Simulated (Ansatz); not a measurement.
System: C₂H₉OSi₂ (charge -1, singlet). It need not be the lowest isomer of its formula. Whether it binds its extra electron was not tested at this geometry. SMILES: [SiH2-]O[SiH](C)C
Structure (B3LYP-D3(BJ)/def2-TZVP (Ansatz, a quantum-chemistry and plane-wave program) minimum search):
```xyz
14

Si    -0.6908    -0.1145    -0.4544
C     -1.8053     1.2430    -1.1540
C     -1.4883    -0.7819     1.1146
O      0.7876     0.4767    -0.2263
Si     2.2339    -0.2433     0.5234
H     -0.7168    -1.2297    -1.4567
H     -2.8110     0.8662    -1.3646
H     -1.3892     1.6408    -2.0829
H     -1.8927     2.0717    -0.4459
H     -0.8419    -1.5431     1.5549
H     -1.6120     0.0132     1.8549
H     -2.4693    -1.2217     0.9091
H      1.9337    -1.7269     0.1587
H      1.6563    -0.4411     1.9531
```
Charge -1, spin multiplicity 1.

Parts of the frozen-core correlation energy in cc-pV(Q+d)Z (Ansatz, hartree). Frozen orbitals: 13; correlated occupied orbitals by spin: 16 and 16; virtual: 534 and 534. No spin-orbit coupling. Non-relativistic.

| term | value |
|---|---|
| reference (HF) | -733.89593 |
| MP2 opposite-spin | ? |
| MP2 same-spin | ? |
| CCSD correlation | -0.96864 |
| (T) | ? |
| T1 diagnostic | 0.012 |
| largest doubles amplitude | 0.031 |

Q: Complete the blanks.

A: 
- MP2 opposite-spin, value: -0.72529
- MP2 same-spin, value: -0.19342
- (T), value: -0.03940
